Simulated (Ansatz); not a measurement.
Calculated with Ansatz (gas phase, PBE0-D4/def2-TZVP geometries, no zero-point term in ΔE). CCSD(T)/CBS adds triple-zeta CCSD(T) − MP2 to the extrapolated MP2 energy (def2 sets, frozen cores). This one scheme is used for every species. DFT in def2-TZVPP. Each species was taken in one conformer, which may not be the lowest.

Consider the cleavage of the Si–B bond: `S[SiH2]BCl` + `[SiH3]S` → `[SiH3]S[SiH2]S` + `BCl`.

```csv
level,ΔE (kJ/mol)
ωB97X-V,-82.9
MP2/def2-TZVPP,-94.3
CCSD/def2-TZVPP,-81.3
HF/CBS(def2),-83.9
```

**Question.** What does CCSD(T)/CBS give? (Best estimate.)

**Answer.** Ansatz gave: -86.0 kJ/mol. The listed levels differ from it by 3.1, -8.3, 4.7, 2.1 kJ/mol.

Largest T1 diagnostic among the species: 0.013.

From PBE to PBE0 (25 % exact exchange), in def2-TZVPP and without D4, ΔE moves by −5.6 kJ/mol. The D4 term adds −8.2 kJ/mol with B3LYP and −4.4 kJ/mol with PBE0; it sums over pairs of atoms, weighted by their polarisabilities, and B3LYP, whose exchange is more repulsive, gets the larger term.

B3LYP here is the variant with VWN-RPA as its local correlation; programs differ in this.
